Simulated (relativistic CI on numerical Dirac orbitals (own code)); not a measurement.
Calculated at this level of theory: Dirac-Coulomb-Breit CI, separate exchange-only KLI orbitals for each configuration, model QED (radiative potential, 1s self-energy scaled to tabulated hydrogen-like ionisation energies), unscaled Slater integrals (own radial code, finite nucleus).

Configurations in the expansion (outside the closed core [Ar]): 3d10 4s, 3d10 4p, 3d10 4d, 3d10 4f, 3d10 5s, 3d10 5p, 3d10 5d, 3d10 5f, 3d10 5g, 3d10 6s, 3d10 6p, 3d9 4s2, 3d10 6d, 3d10 6f, 3d9 4s 4p, 3d10 7s, 3d9 4s 4d, 3d10 8s, 3d9 4s 4f, 3d9 4s 5s, 3d9 4s 5p, 3d9 4s 5d, 3d9 4s 5f. Double excitations out of closed p, d and f shells are left out; levels of such configurations are missing from the list, as are those of other unlisted configurations, and high levels can miss mixing partners.

At this charge energies of transitions that change n are usually good to better than 1 %, and those within a shell (Δn = 0) to a few per cent.

Outline of the computed level scheme of Bi LV. Lowest level of each configuration: 3d10 4s 2S_1/2 at 0.00 eV; 3d10 4p 2P°_1/2 at 120.69 eV; 3d10 4d 2D_3/2 at 487.80 eV; 3d10 4f 2F°_5/2 at 718.65 eV; 3d10 5s 2S_1/2 at 1354.23 eV; 3d10 5p 2P°_1/2 at 1413.38 eV; 3d10 5d 2D_3/2 at 1588.38 eV; 3d10 5f 2F°_5/2 at 1693.01 eV; 3d10 5g 2G_7/2 at 1744.72 eV.

Some strong electric-dipole decays among the lowest 16 levels: 3d10 5g 2G_9/2 → 3d10 4f 2F°_7/2 (4.3e+13 s⁻¹); 3d10 5g 2G_7/2 → 3d10 4f 2F°_5/2 (4.2e+13 s⁻¹); 3d10 5f 2F°_7/2 → 3d10 4d 2D_5/2 (2.4e+13 s⁻¹); 3d10 5f 2F°_5/2 → 3d10 4d 2D_3/2 (2.2e+13 s⁻¹); 3d10 5s 2S_1/2 → 3d10 4p 2P°_3/2 (1.4e+13 s⁻¹); 3d10 5d 2D_5/2 → 3d10 4p 2P°_3/2 (1.2e+13 s⁻¹); 3d10 5p 2P°_1/2 → 3d10 4s 2S_1/2 (9.6e+12 s⁻¹); 3d10 5p 2P°_1/2 → 3d10 4d 2D_3/2 (7.6e+12 s⁻¹).

LS names give the leading component of a level, which can be under half, so a name can repeat, a term be missing and a line seem to break the LS rules.
